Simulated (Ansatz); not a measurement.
Cartesian coordinates (Å):
SMILES: CB(C)C
```xyz
13

C      1.5692    -0.0575     0.0559
B      0.0032    -0.0027    -0.0007
C     -0.7372     1.3725     0.1453
C     -0.8268    -1.3187    -0.2022
H      1.9247    -0.2848    -0.9596
H      1.9299    -0.8863     0.6736
H      2.0574     0.8665     0.3730
H     -0.2545     2.1590    -0.4444
H     -1.8043     1.3564    -0.0861
H     -0.6300     1.6971     1.1901
H     -1.4662    -1.2271    -1.0886
H     -1.5268    -1.4400     0.6345
H     -0.2387    -2.2344    -0.2910
```
Charge 0, multiplicity 1.

Calculation: frozen-core CCSD(T)/cc-pVTZ // PBE0-D3(BJ)/def2-TZVP in Ansatz (an electronic-structure program).

| Item | Value |
|---|---|
| HF energy | -143.59615 Ha |
| MP2 correlation energy | -0.64055 Ha |

### Question
Estimate the CCSD correlation energy, the (T) correction, the total energy and the T1 diagnostic.

### Answer

```json
{
 "CCSD correlation energy": "-0.69172 Ha",
 "(T) correction": "-0.02551 Ha",
 "CCSD(T) total energy": "-144.31338 Ha",
 "T1 diagnostic": "0.009"
}
```
